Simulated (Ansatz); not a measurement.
`[CH3][AlH][NH][SiH2]C` + H₂Te → `[CH3][AlH][TeH]` + `C[SiH2]N`  (ligand exchange at the Al–N bond)

Isolated molecules relaxed with PBE0-D4/def2-TZVP in Ansatz; ΔE leaves out vibrations. CBS: MP2 limit from def2 TZ/QZ plus the TZ coupled-cluster correction, frozen cores. Functionals use def2-TZVPP. B3LYP here is the variant with VWN-RPA as its local correlation; programs differ in this. HSE06 is defined as in plane-wave codes. def2 core potentials past Kr. For Te outer-core shells are correlated without core-valence functions, which leaves a few kJ/mol of doubt a bond. One conformer a species, not always the lowest.

```csv
level,ΔE (kcal/mol),difference from CCSD(T)/CBS
LDA (SPW92),-4.5,0.0
revPBE-D4,-4.7,-0.2
BLYP-D4,-2.2,2.3
r2SCAN-D4,-4.2,0.3
B97M-V,-1.4,3.1
PBE0-D4,-5.8,-1.3
B3LYP-D4,-3.0,1.5
r2SCANh-D4,-4.5,0.0
r2SCAN0-D4,-5.0,-0.5
HSE06-D4,-6.0,-1.5
BHLYP-D4,-3.7,0.8
CAM-B3LYP-D4,-2.1,2.4
ωB97X-V,-3.5,1.0
B2PLYP,-3.6,0.9
PBE,-5.8,-1.3
revPBE,-6.3,-1.8
BLYP,-3.2,1.3
r2SCAN,-4.4,0.1
PBE0,-6.2,-1.7
B3LYP,-3.6,0.9
r2SCANh,-4.7,-0.2
r2SCAN0,-5.2,-0.7
HSE06,-6.3,-1.8
BHLYP,-3.8,0.7
CAM-B3LYP,-2.5,2.0
LC-ωPBE,-4.6,-0.1
RPA@PBE/def2-TZVPP,-1.7,2.8
HF/def2-SVP,-4.0,0.5
MP2/def2-SVP,-2.3,2.2
CCSD/def2-SVP,-1.7,2.8
CCSD(T)/def2-SVP,-1.5,3.0
HF/def2-TZVPP,-4.6,-0.1
MP2/def2-TZVPP,-4.4,0.1
SCS-MP2/def2-TZVPP,-3.3,1.2
CCSD/def2-TZVPP,-2.9,1.6
MP2/def2-QZVPP,-5.1,-0.6
SCS-MP2/def2-QZVPP,-4.1,0.4
HF/CBS(def2),-4.2,0.3
MP2/CBS(def2),-6.0,-1.5
CCSD/CBS(def2),-4.5,0.0
CCSD(T)/CBS,-4.5,0
```

(1) What do rigid-rotor, harmonic-oscillator terms from PBE0-D4/def2-TZVP frequencies (298.15 K, 1 bar) make of the CCSD(T)/CBS value? (Best estimate.)

Largest T1 diagnostic among the species: 0.011.

## Answers

(1) The calculation gave: ΔZPE = +2.6 kcal/mol, ΔH = -2.1 kcal/mol, ΔS = 14 J/(mol·K), ΔG = -3.0 kcal/mol. Modes under 50 cm⁻¹ make the entropy rough.

At CCSD(T), def2-SVP lies +3.0 kcal/mol from the extrapolated value and def2-TZVPP +1.6 kcal/mol. From r2SCAN to r2SCAN0 (25 % exact exchange), in def2-TZVPP and without D4, ΔE moves by −0.8 kcal/mol. Leaving LDA and LC-ωPBE aside and taking each functional with its dispersion term where it has one, the values spread over 4.5 kcal/mol, from HSE06-D4 to B97M-V. LDA lies +1.2 kcal/mol from PBE without D4.
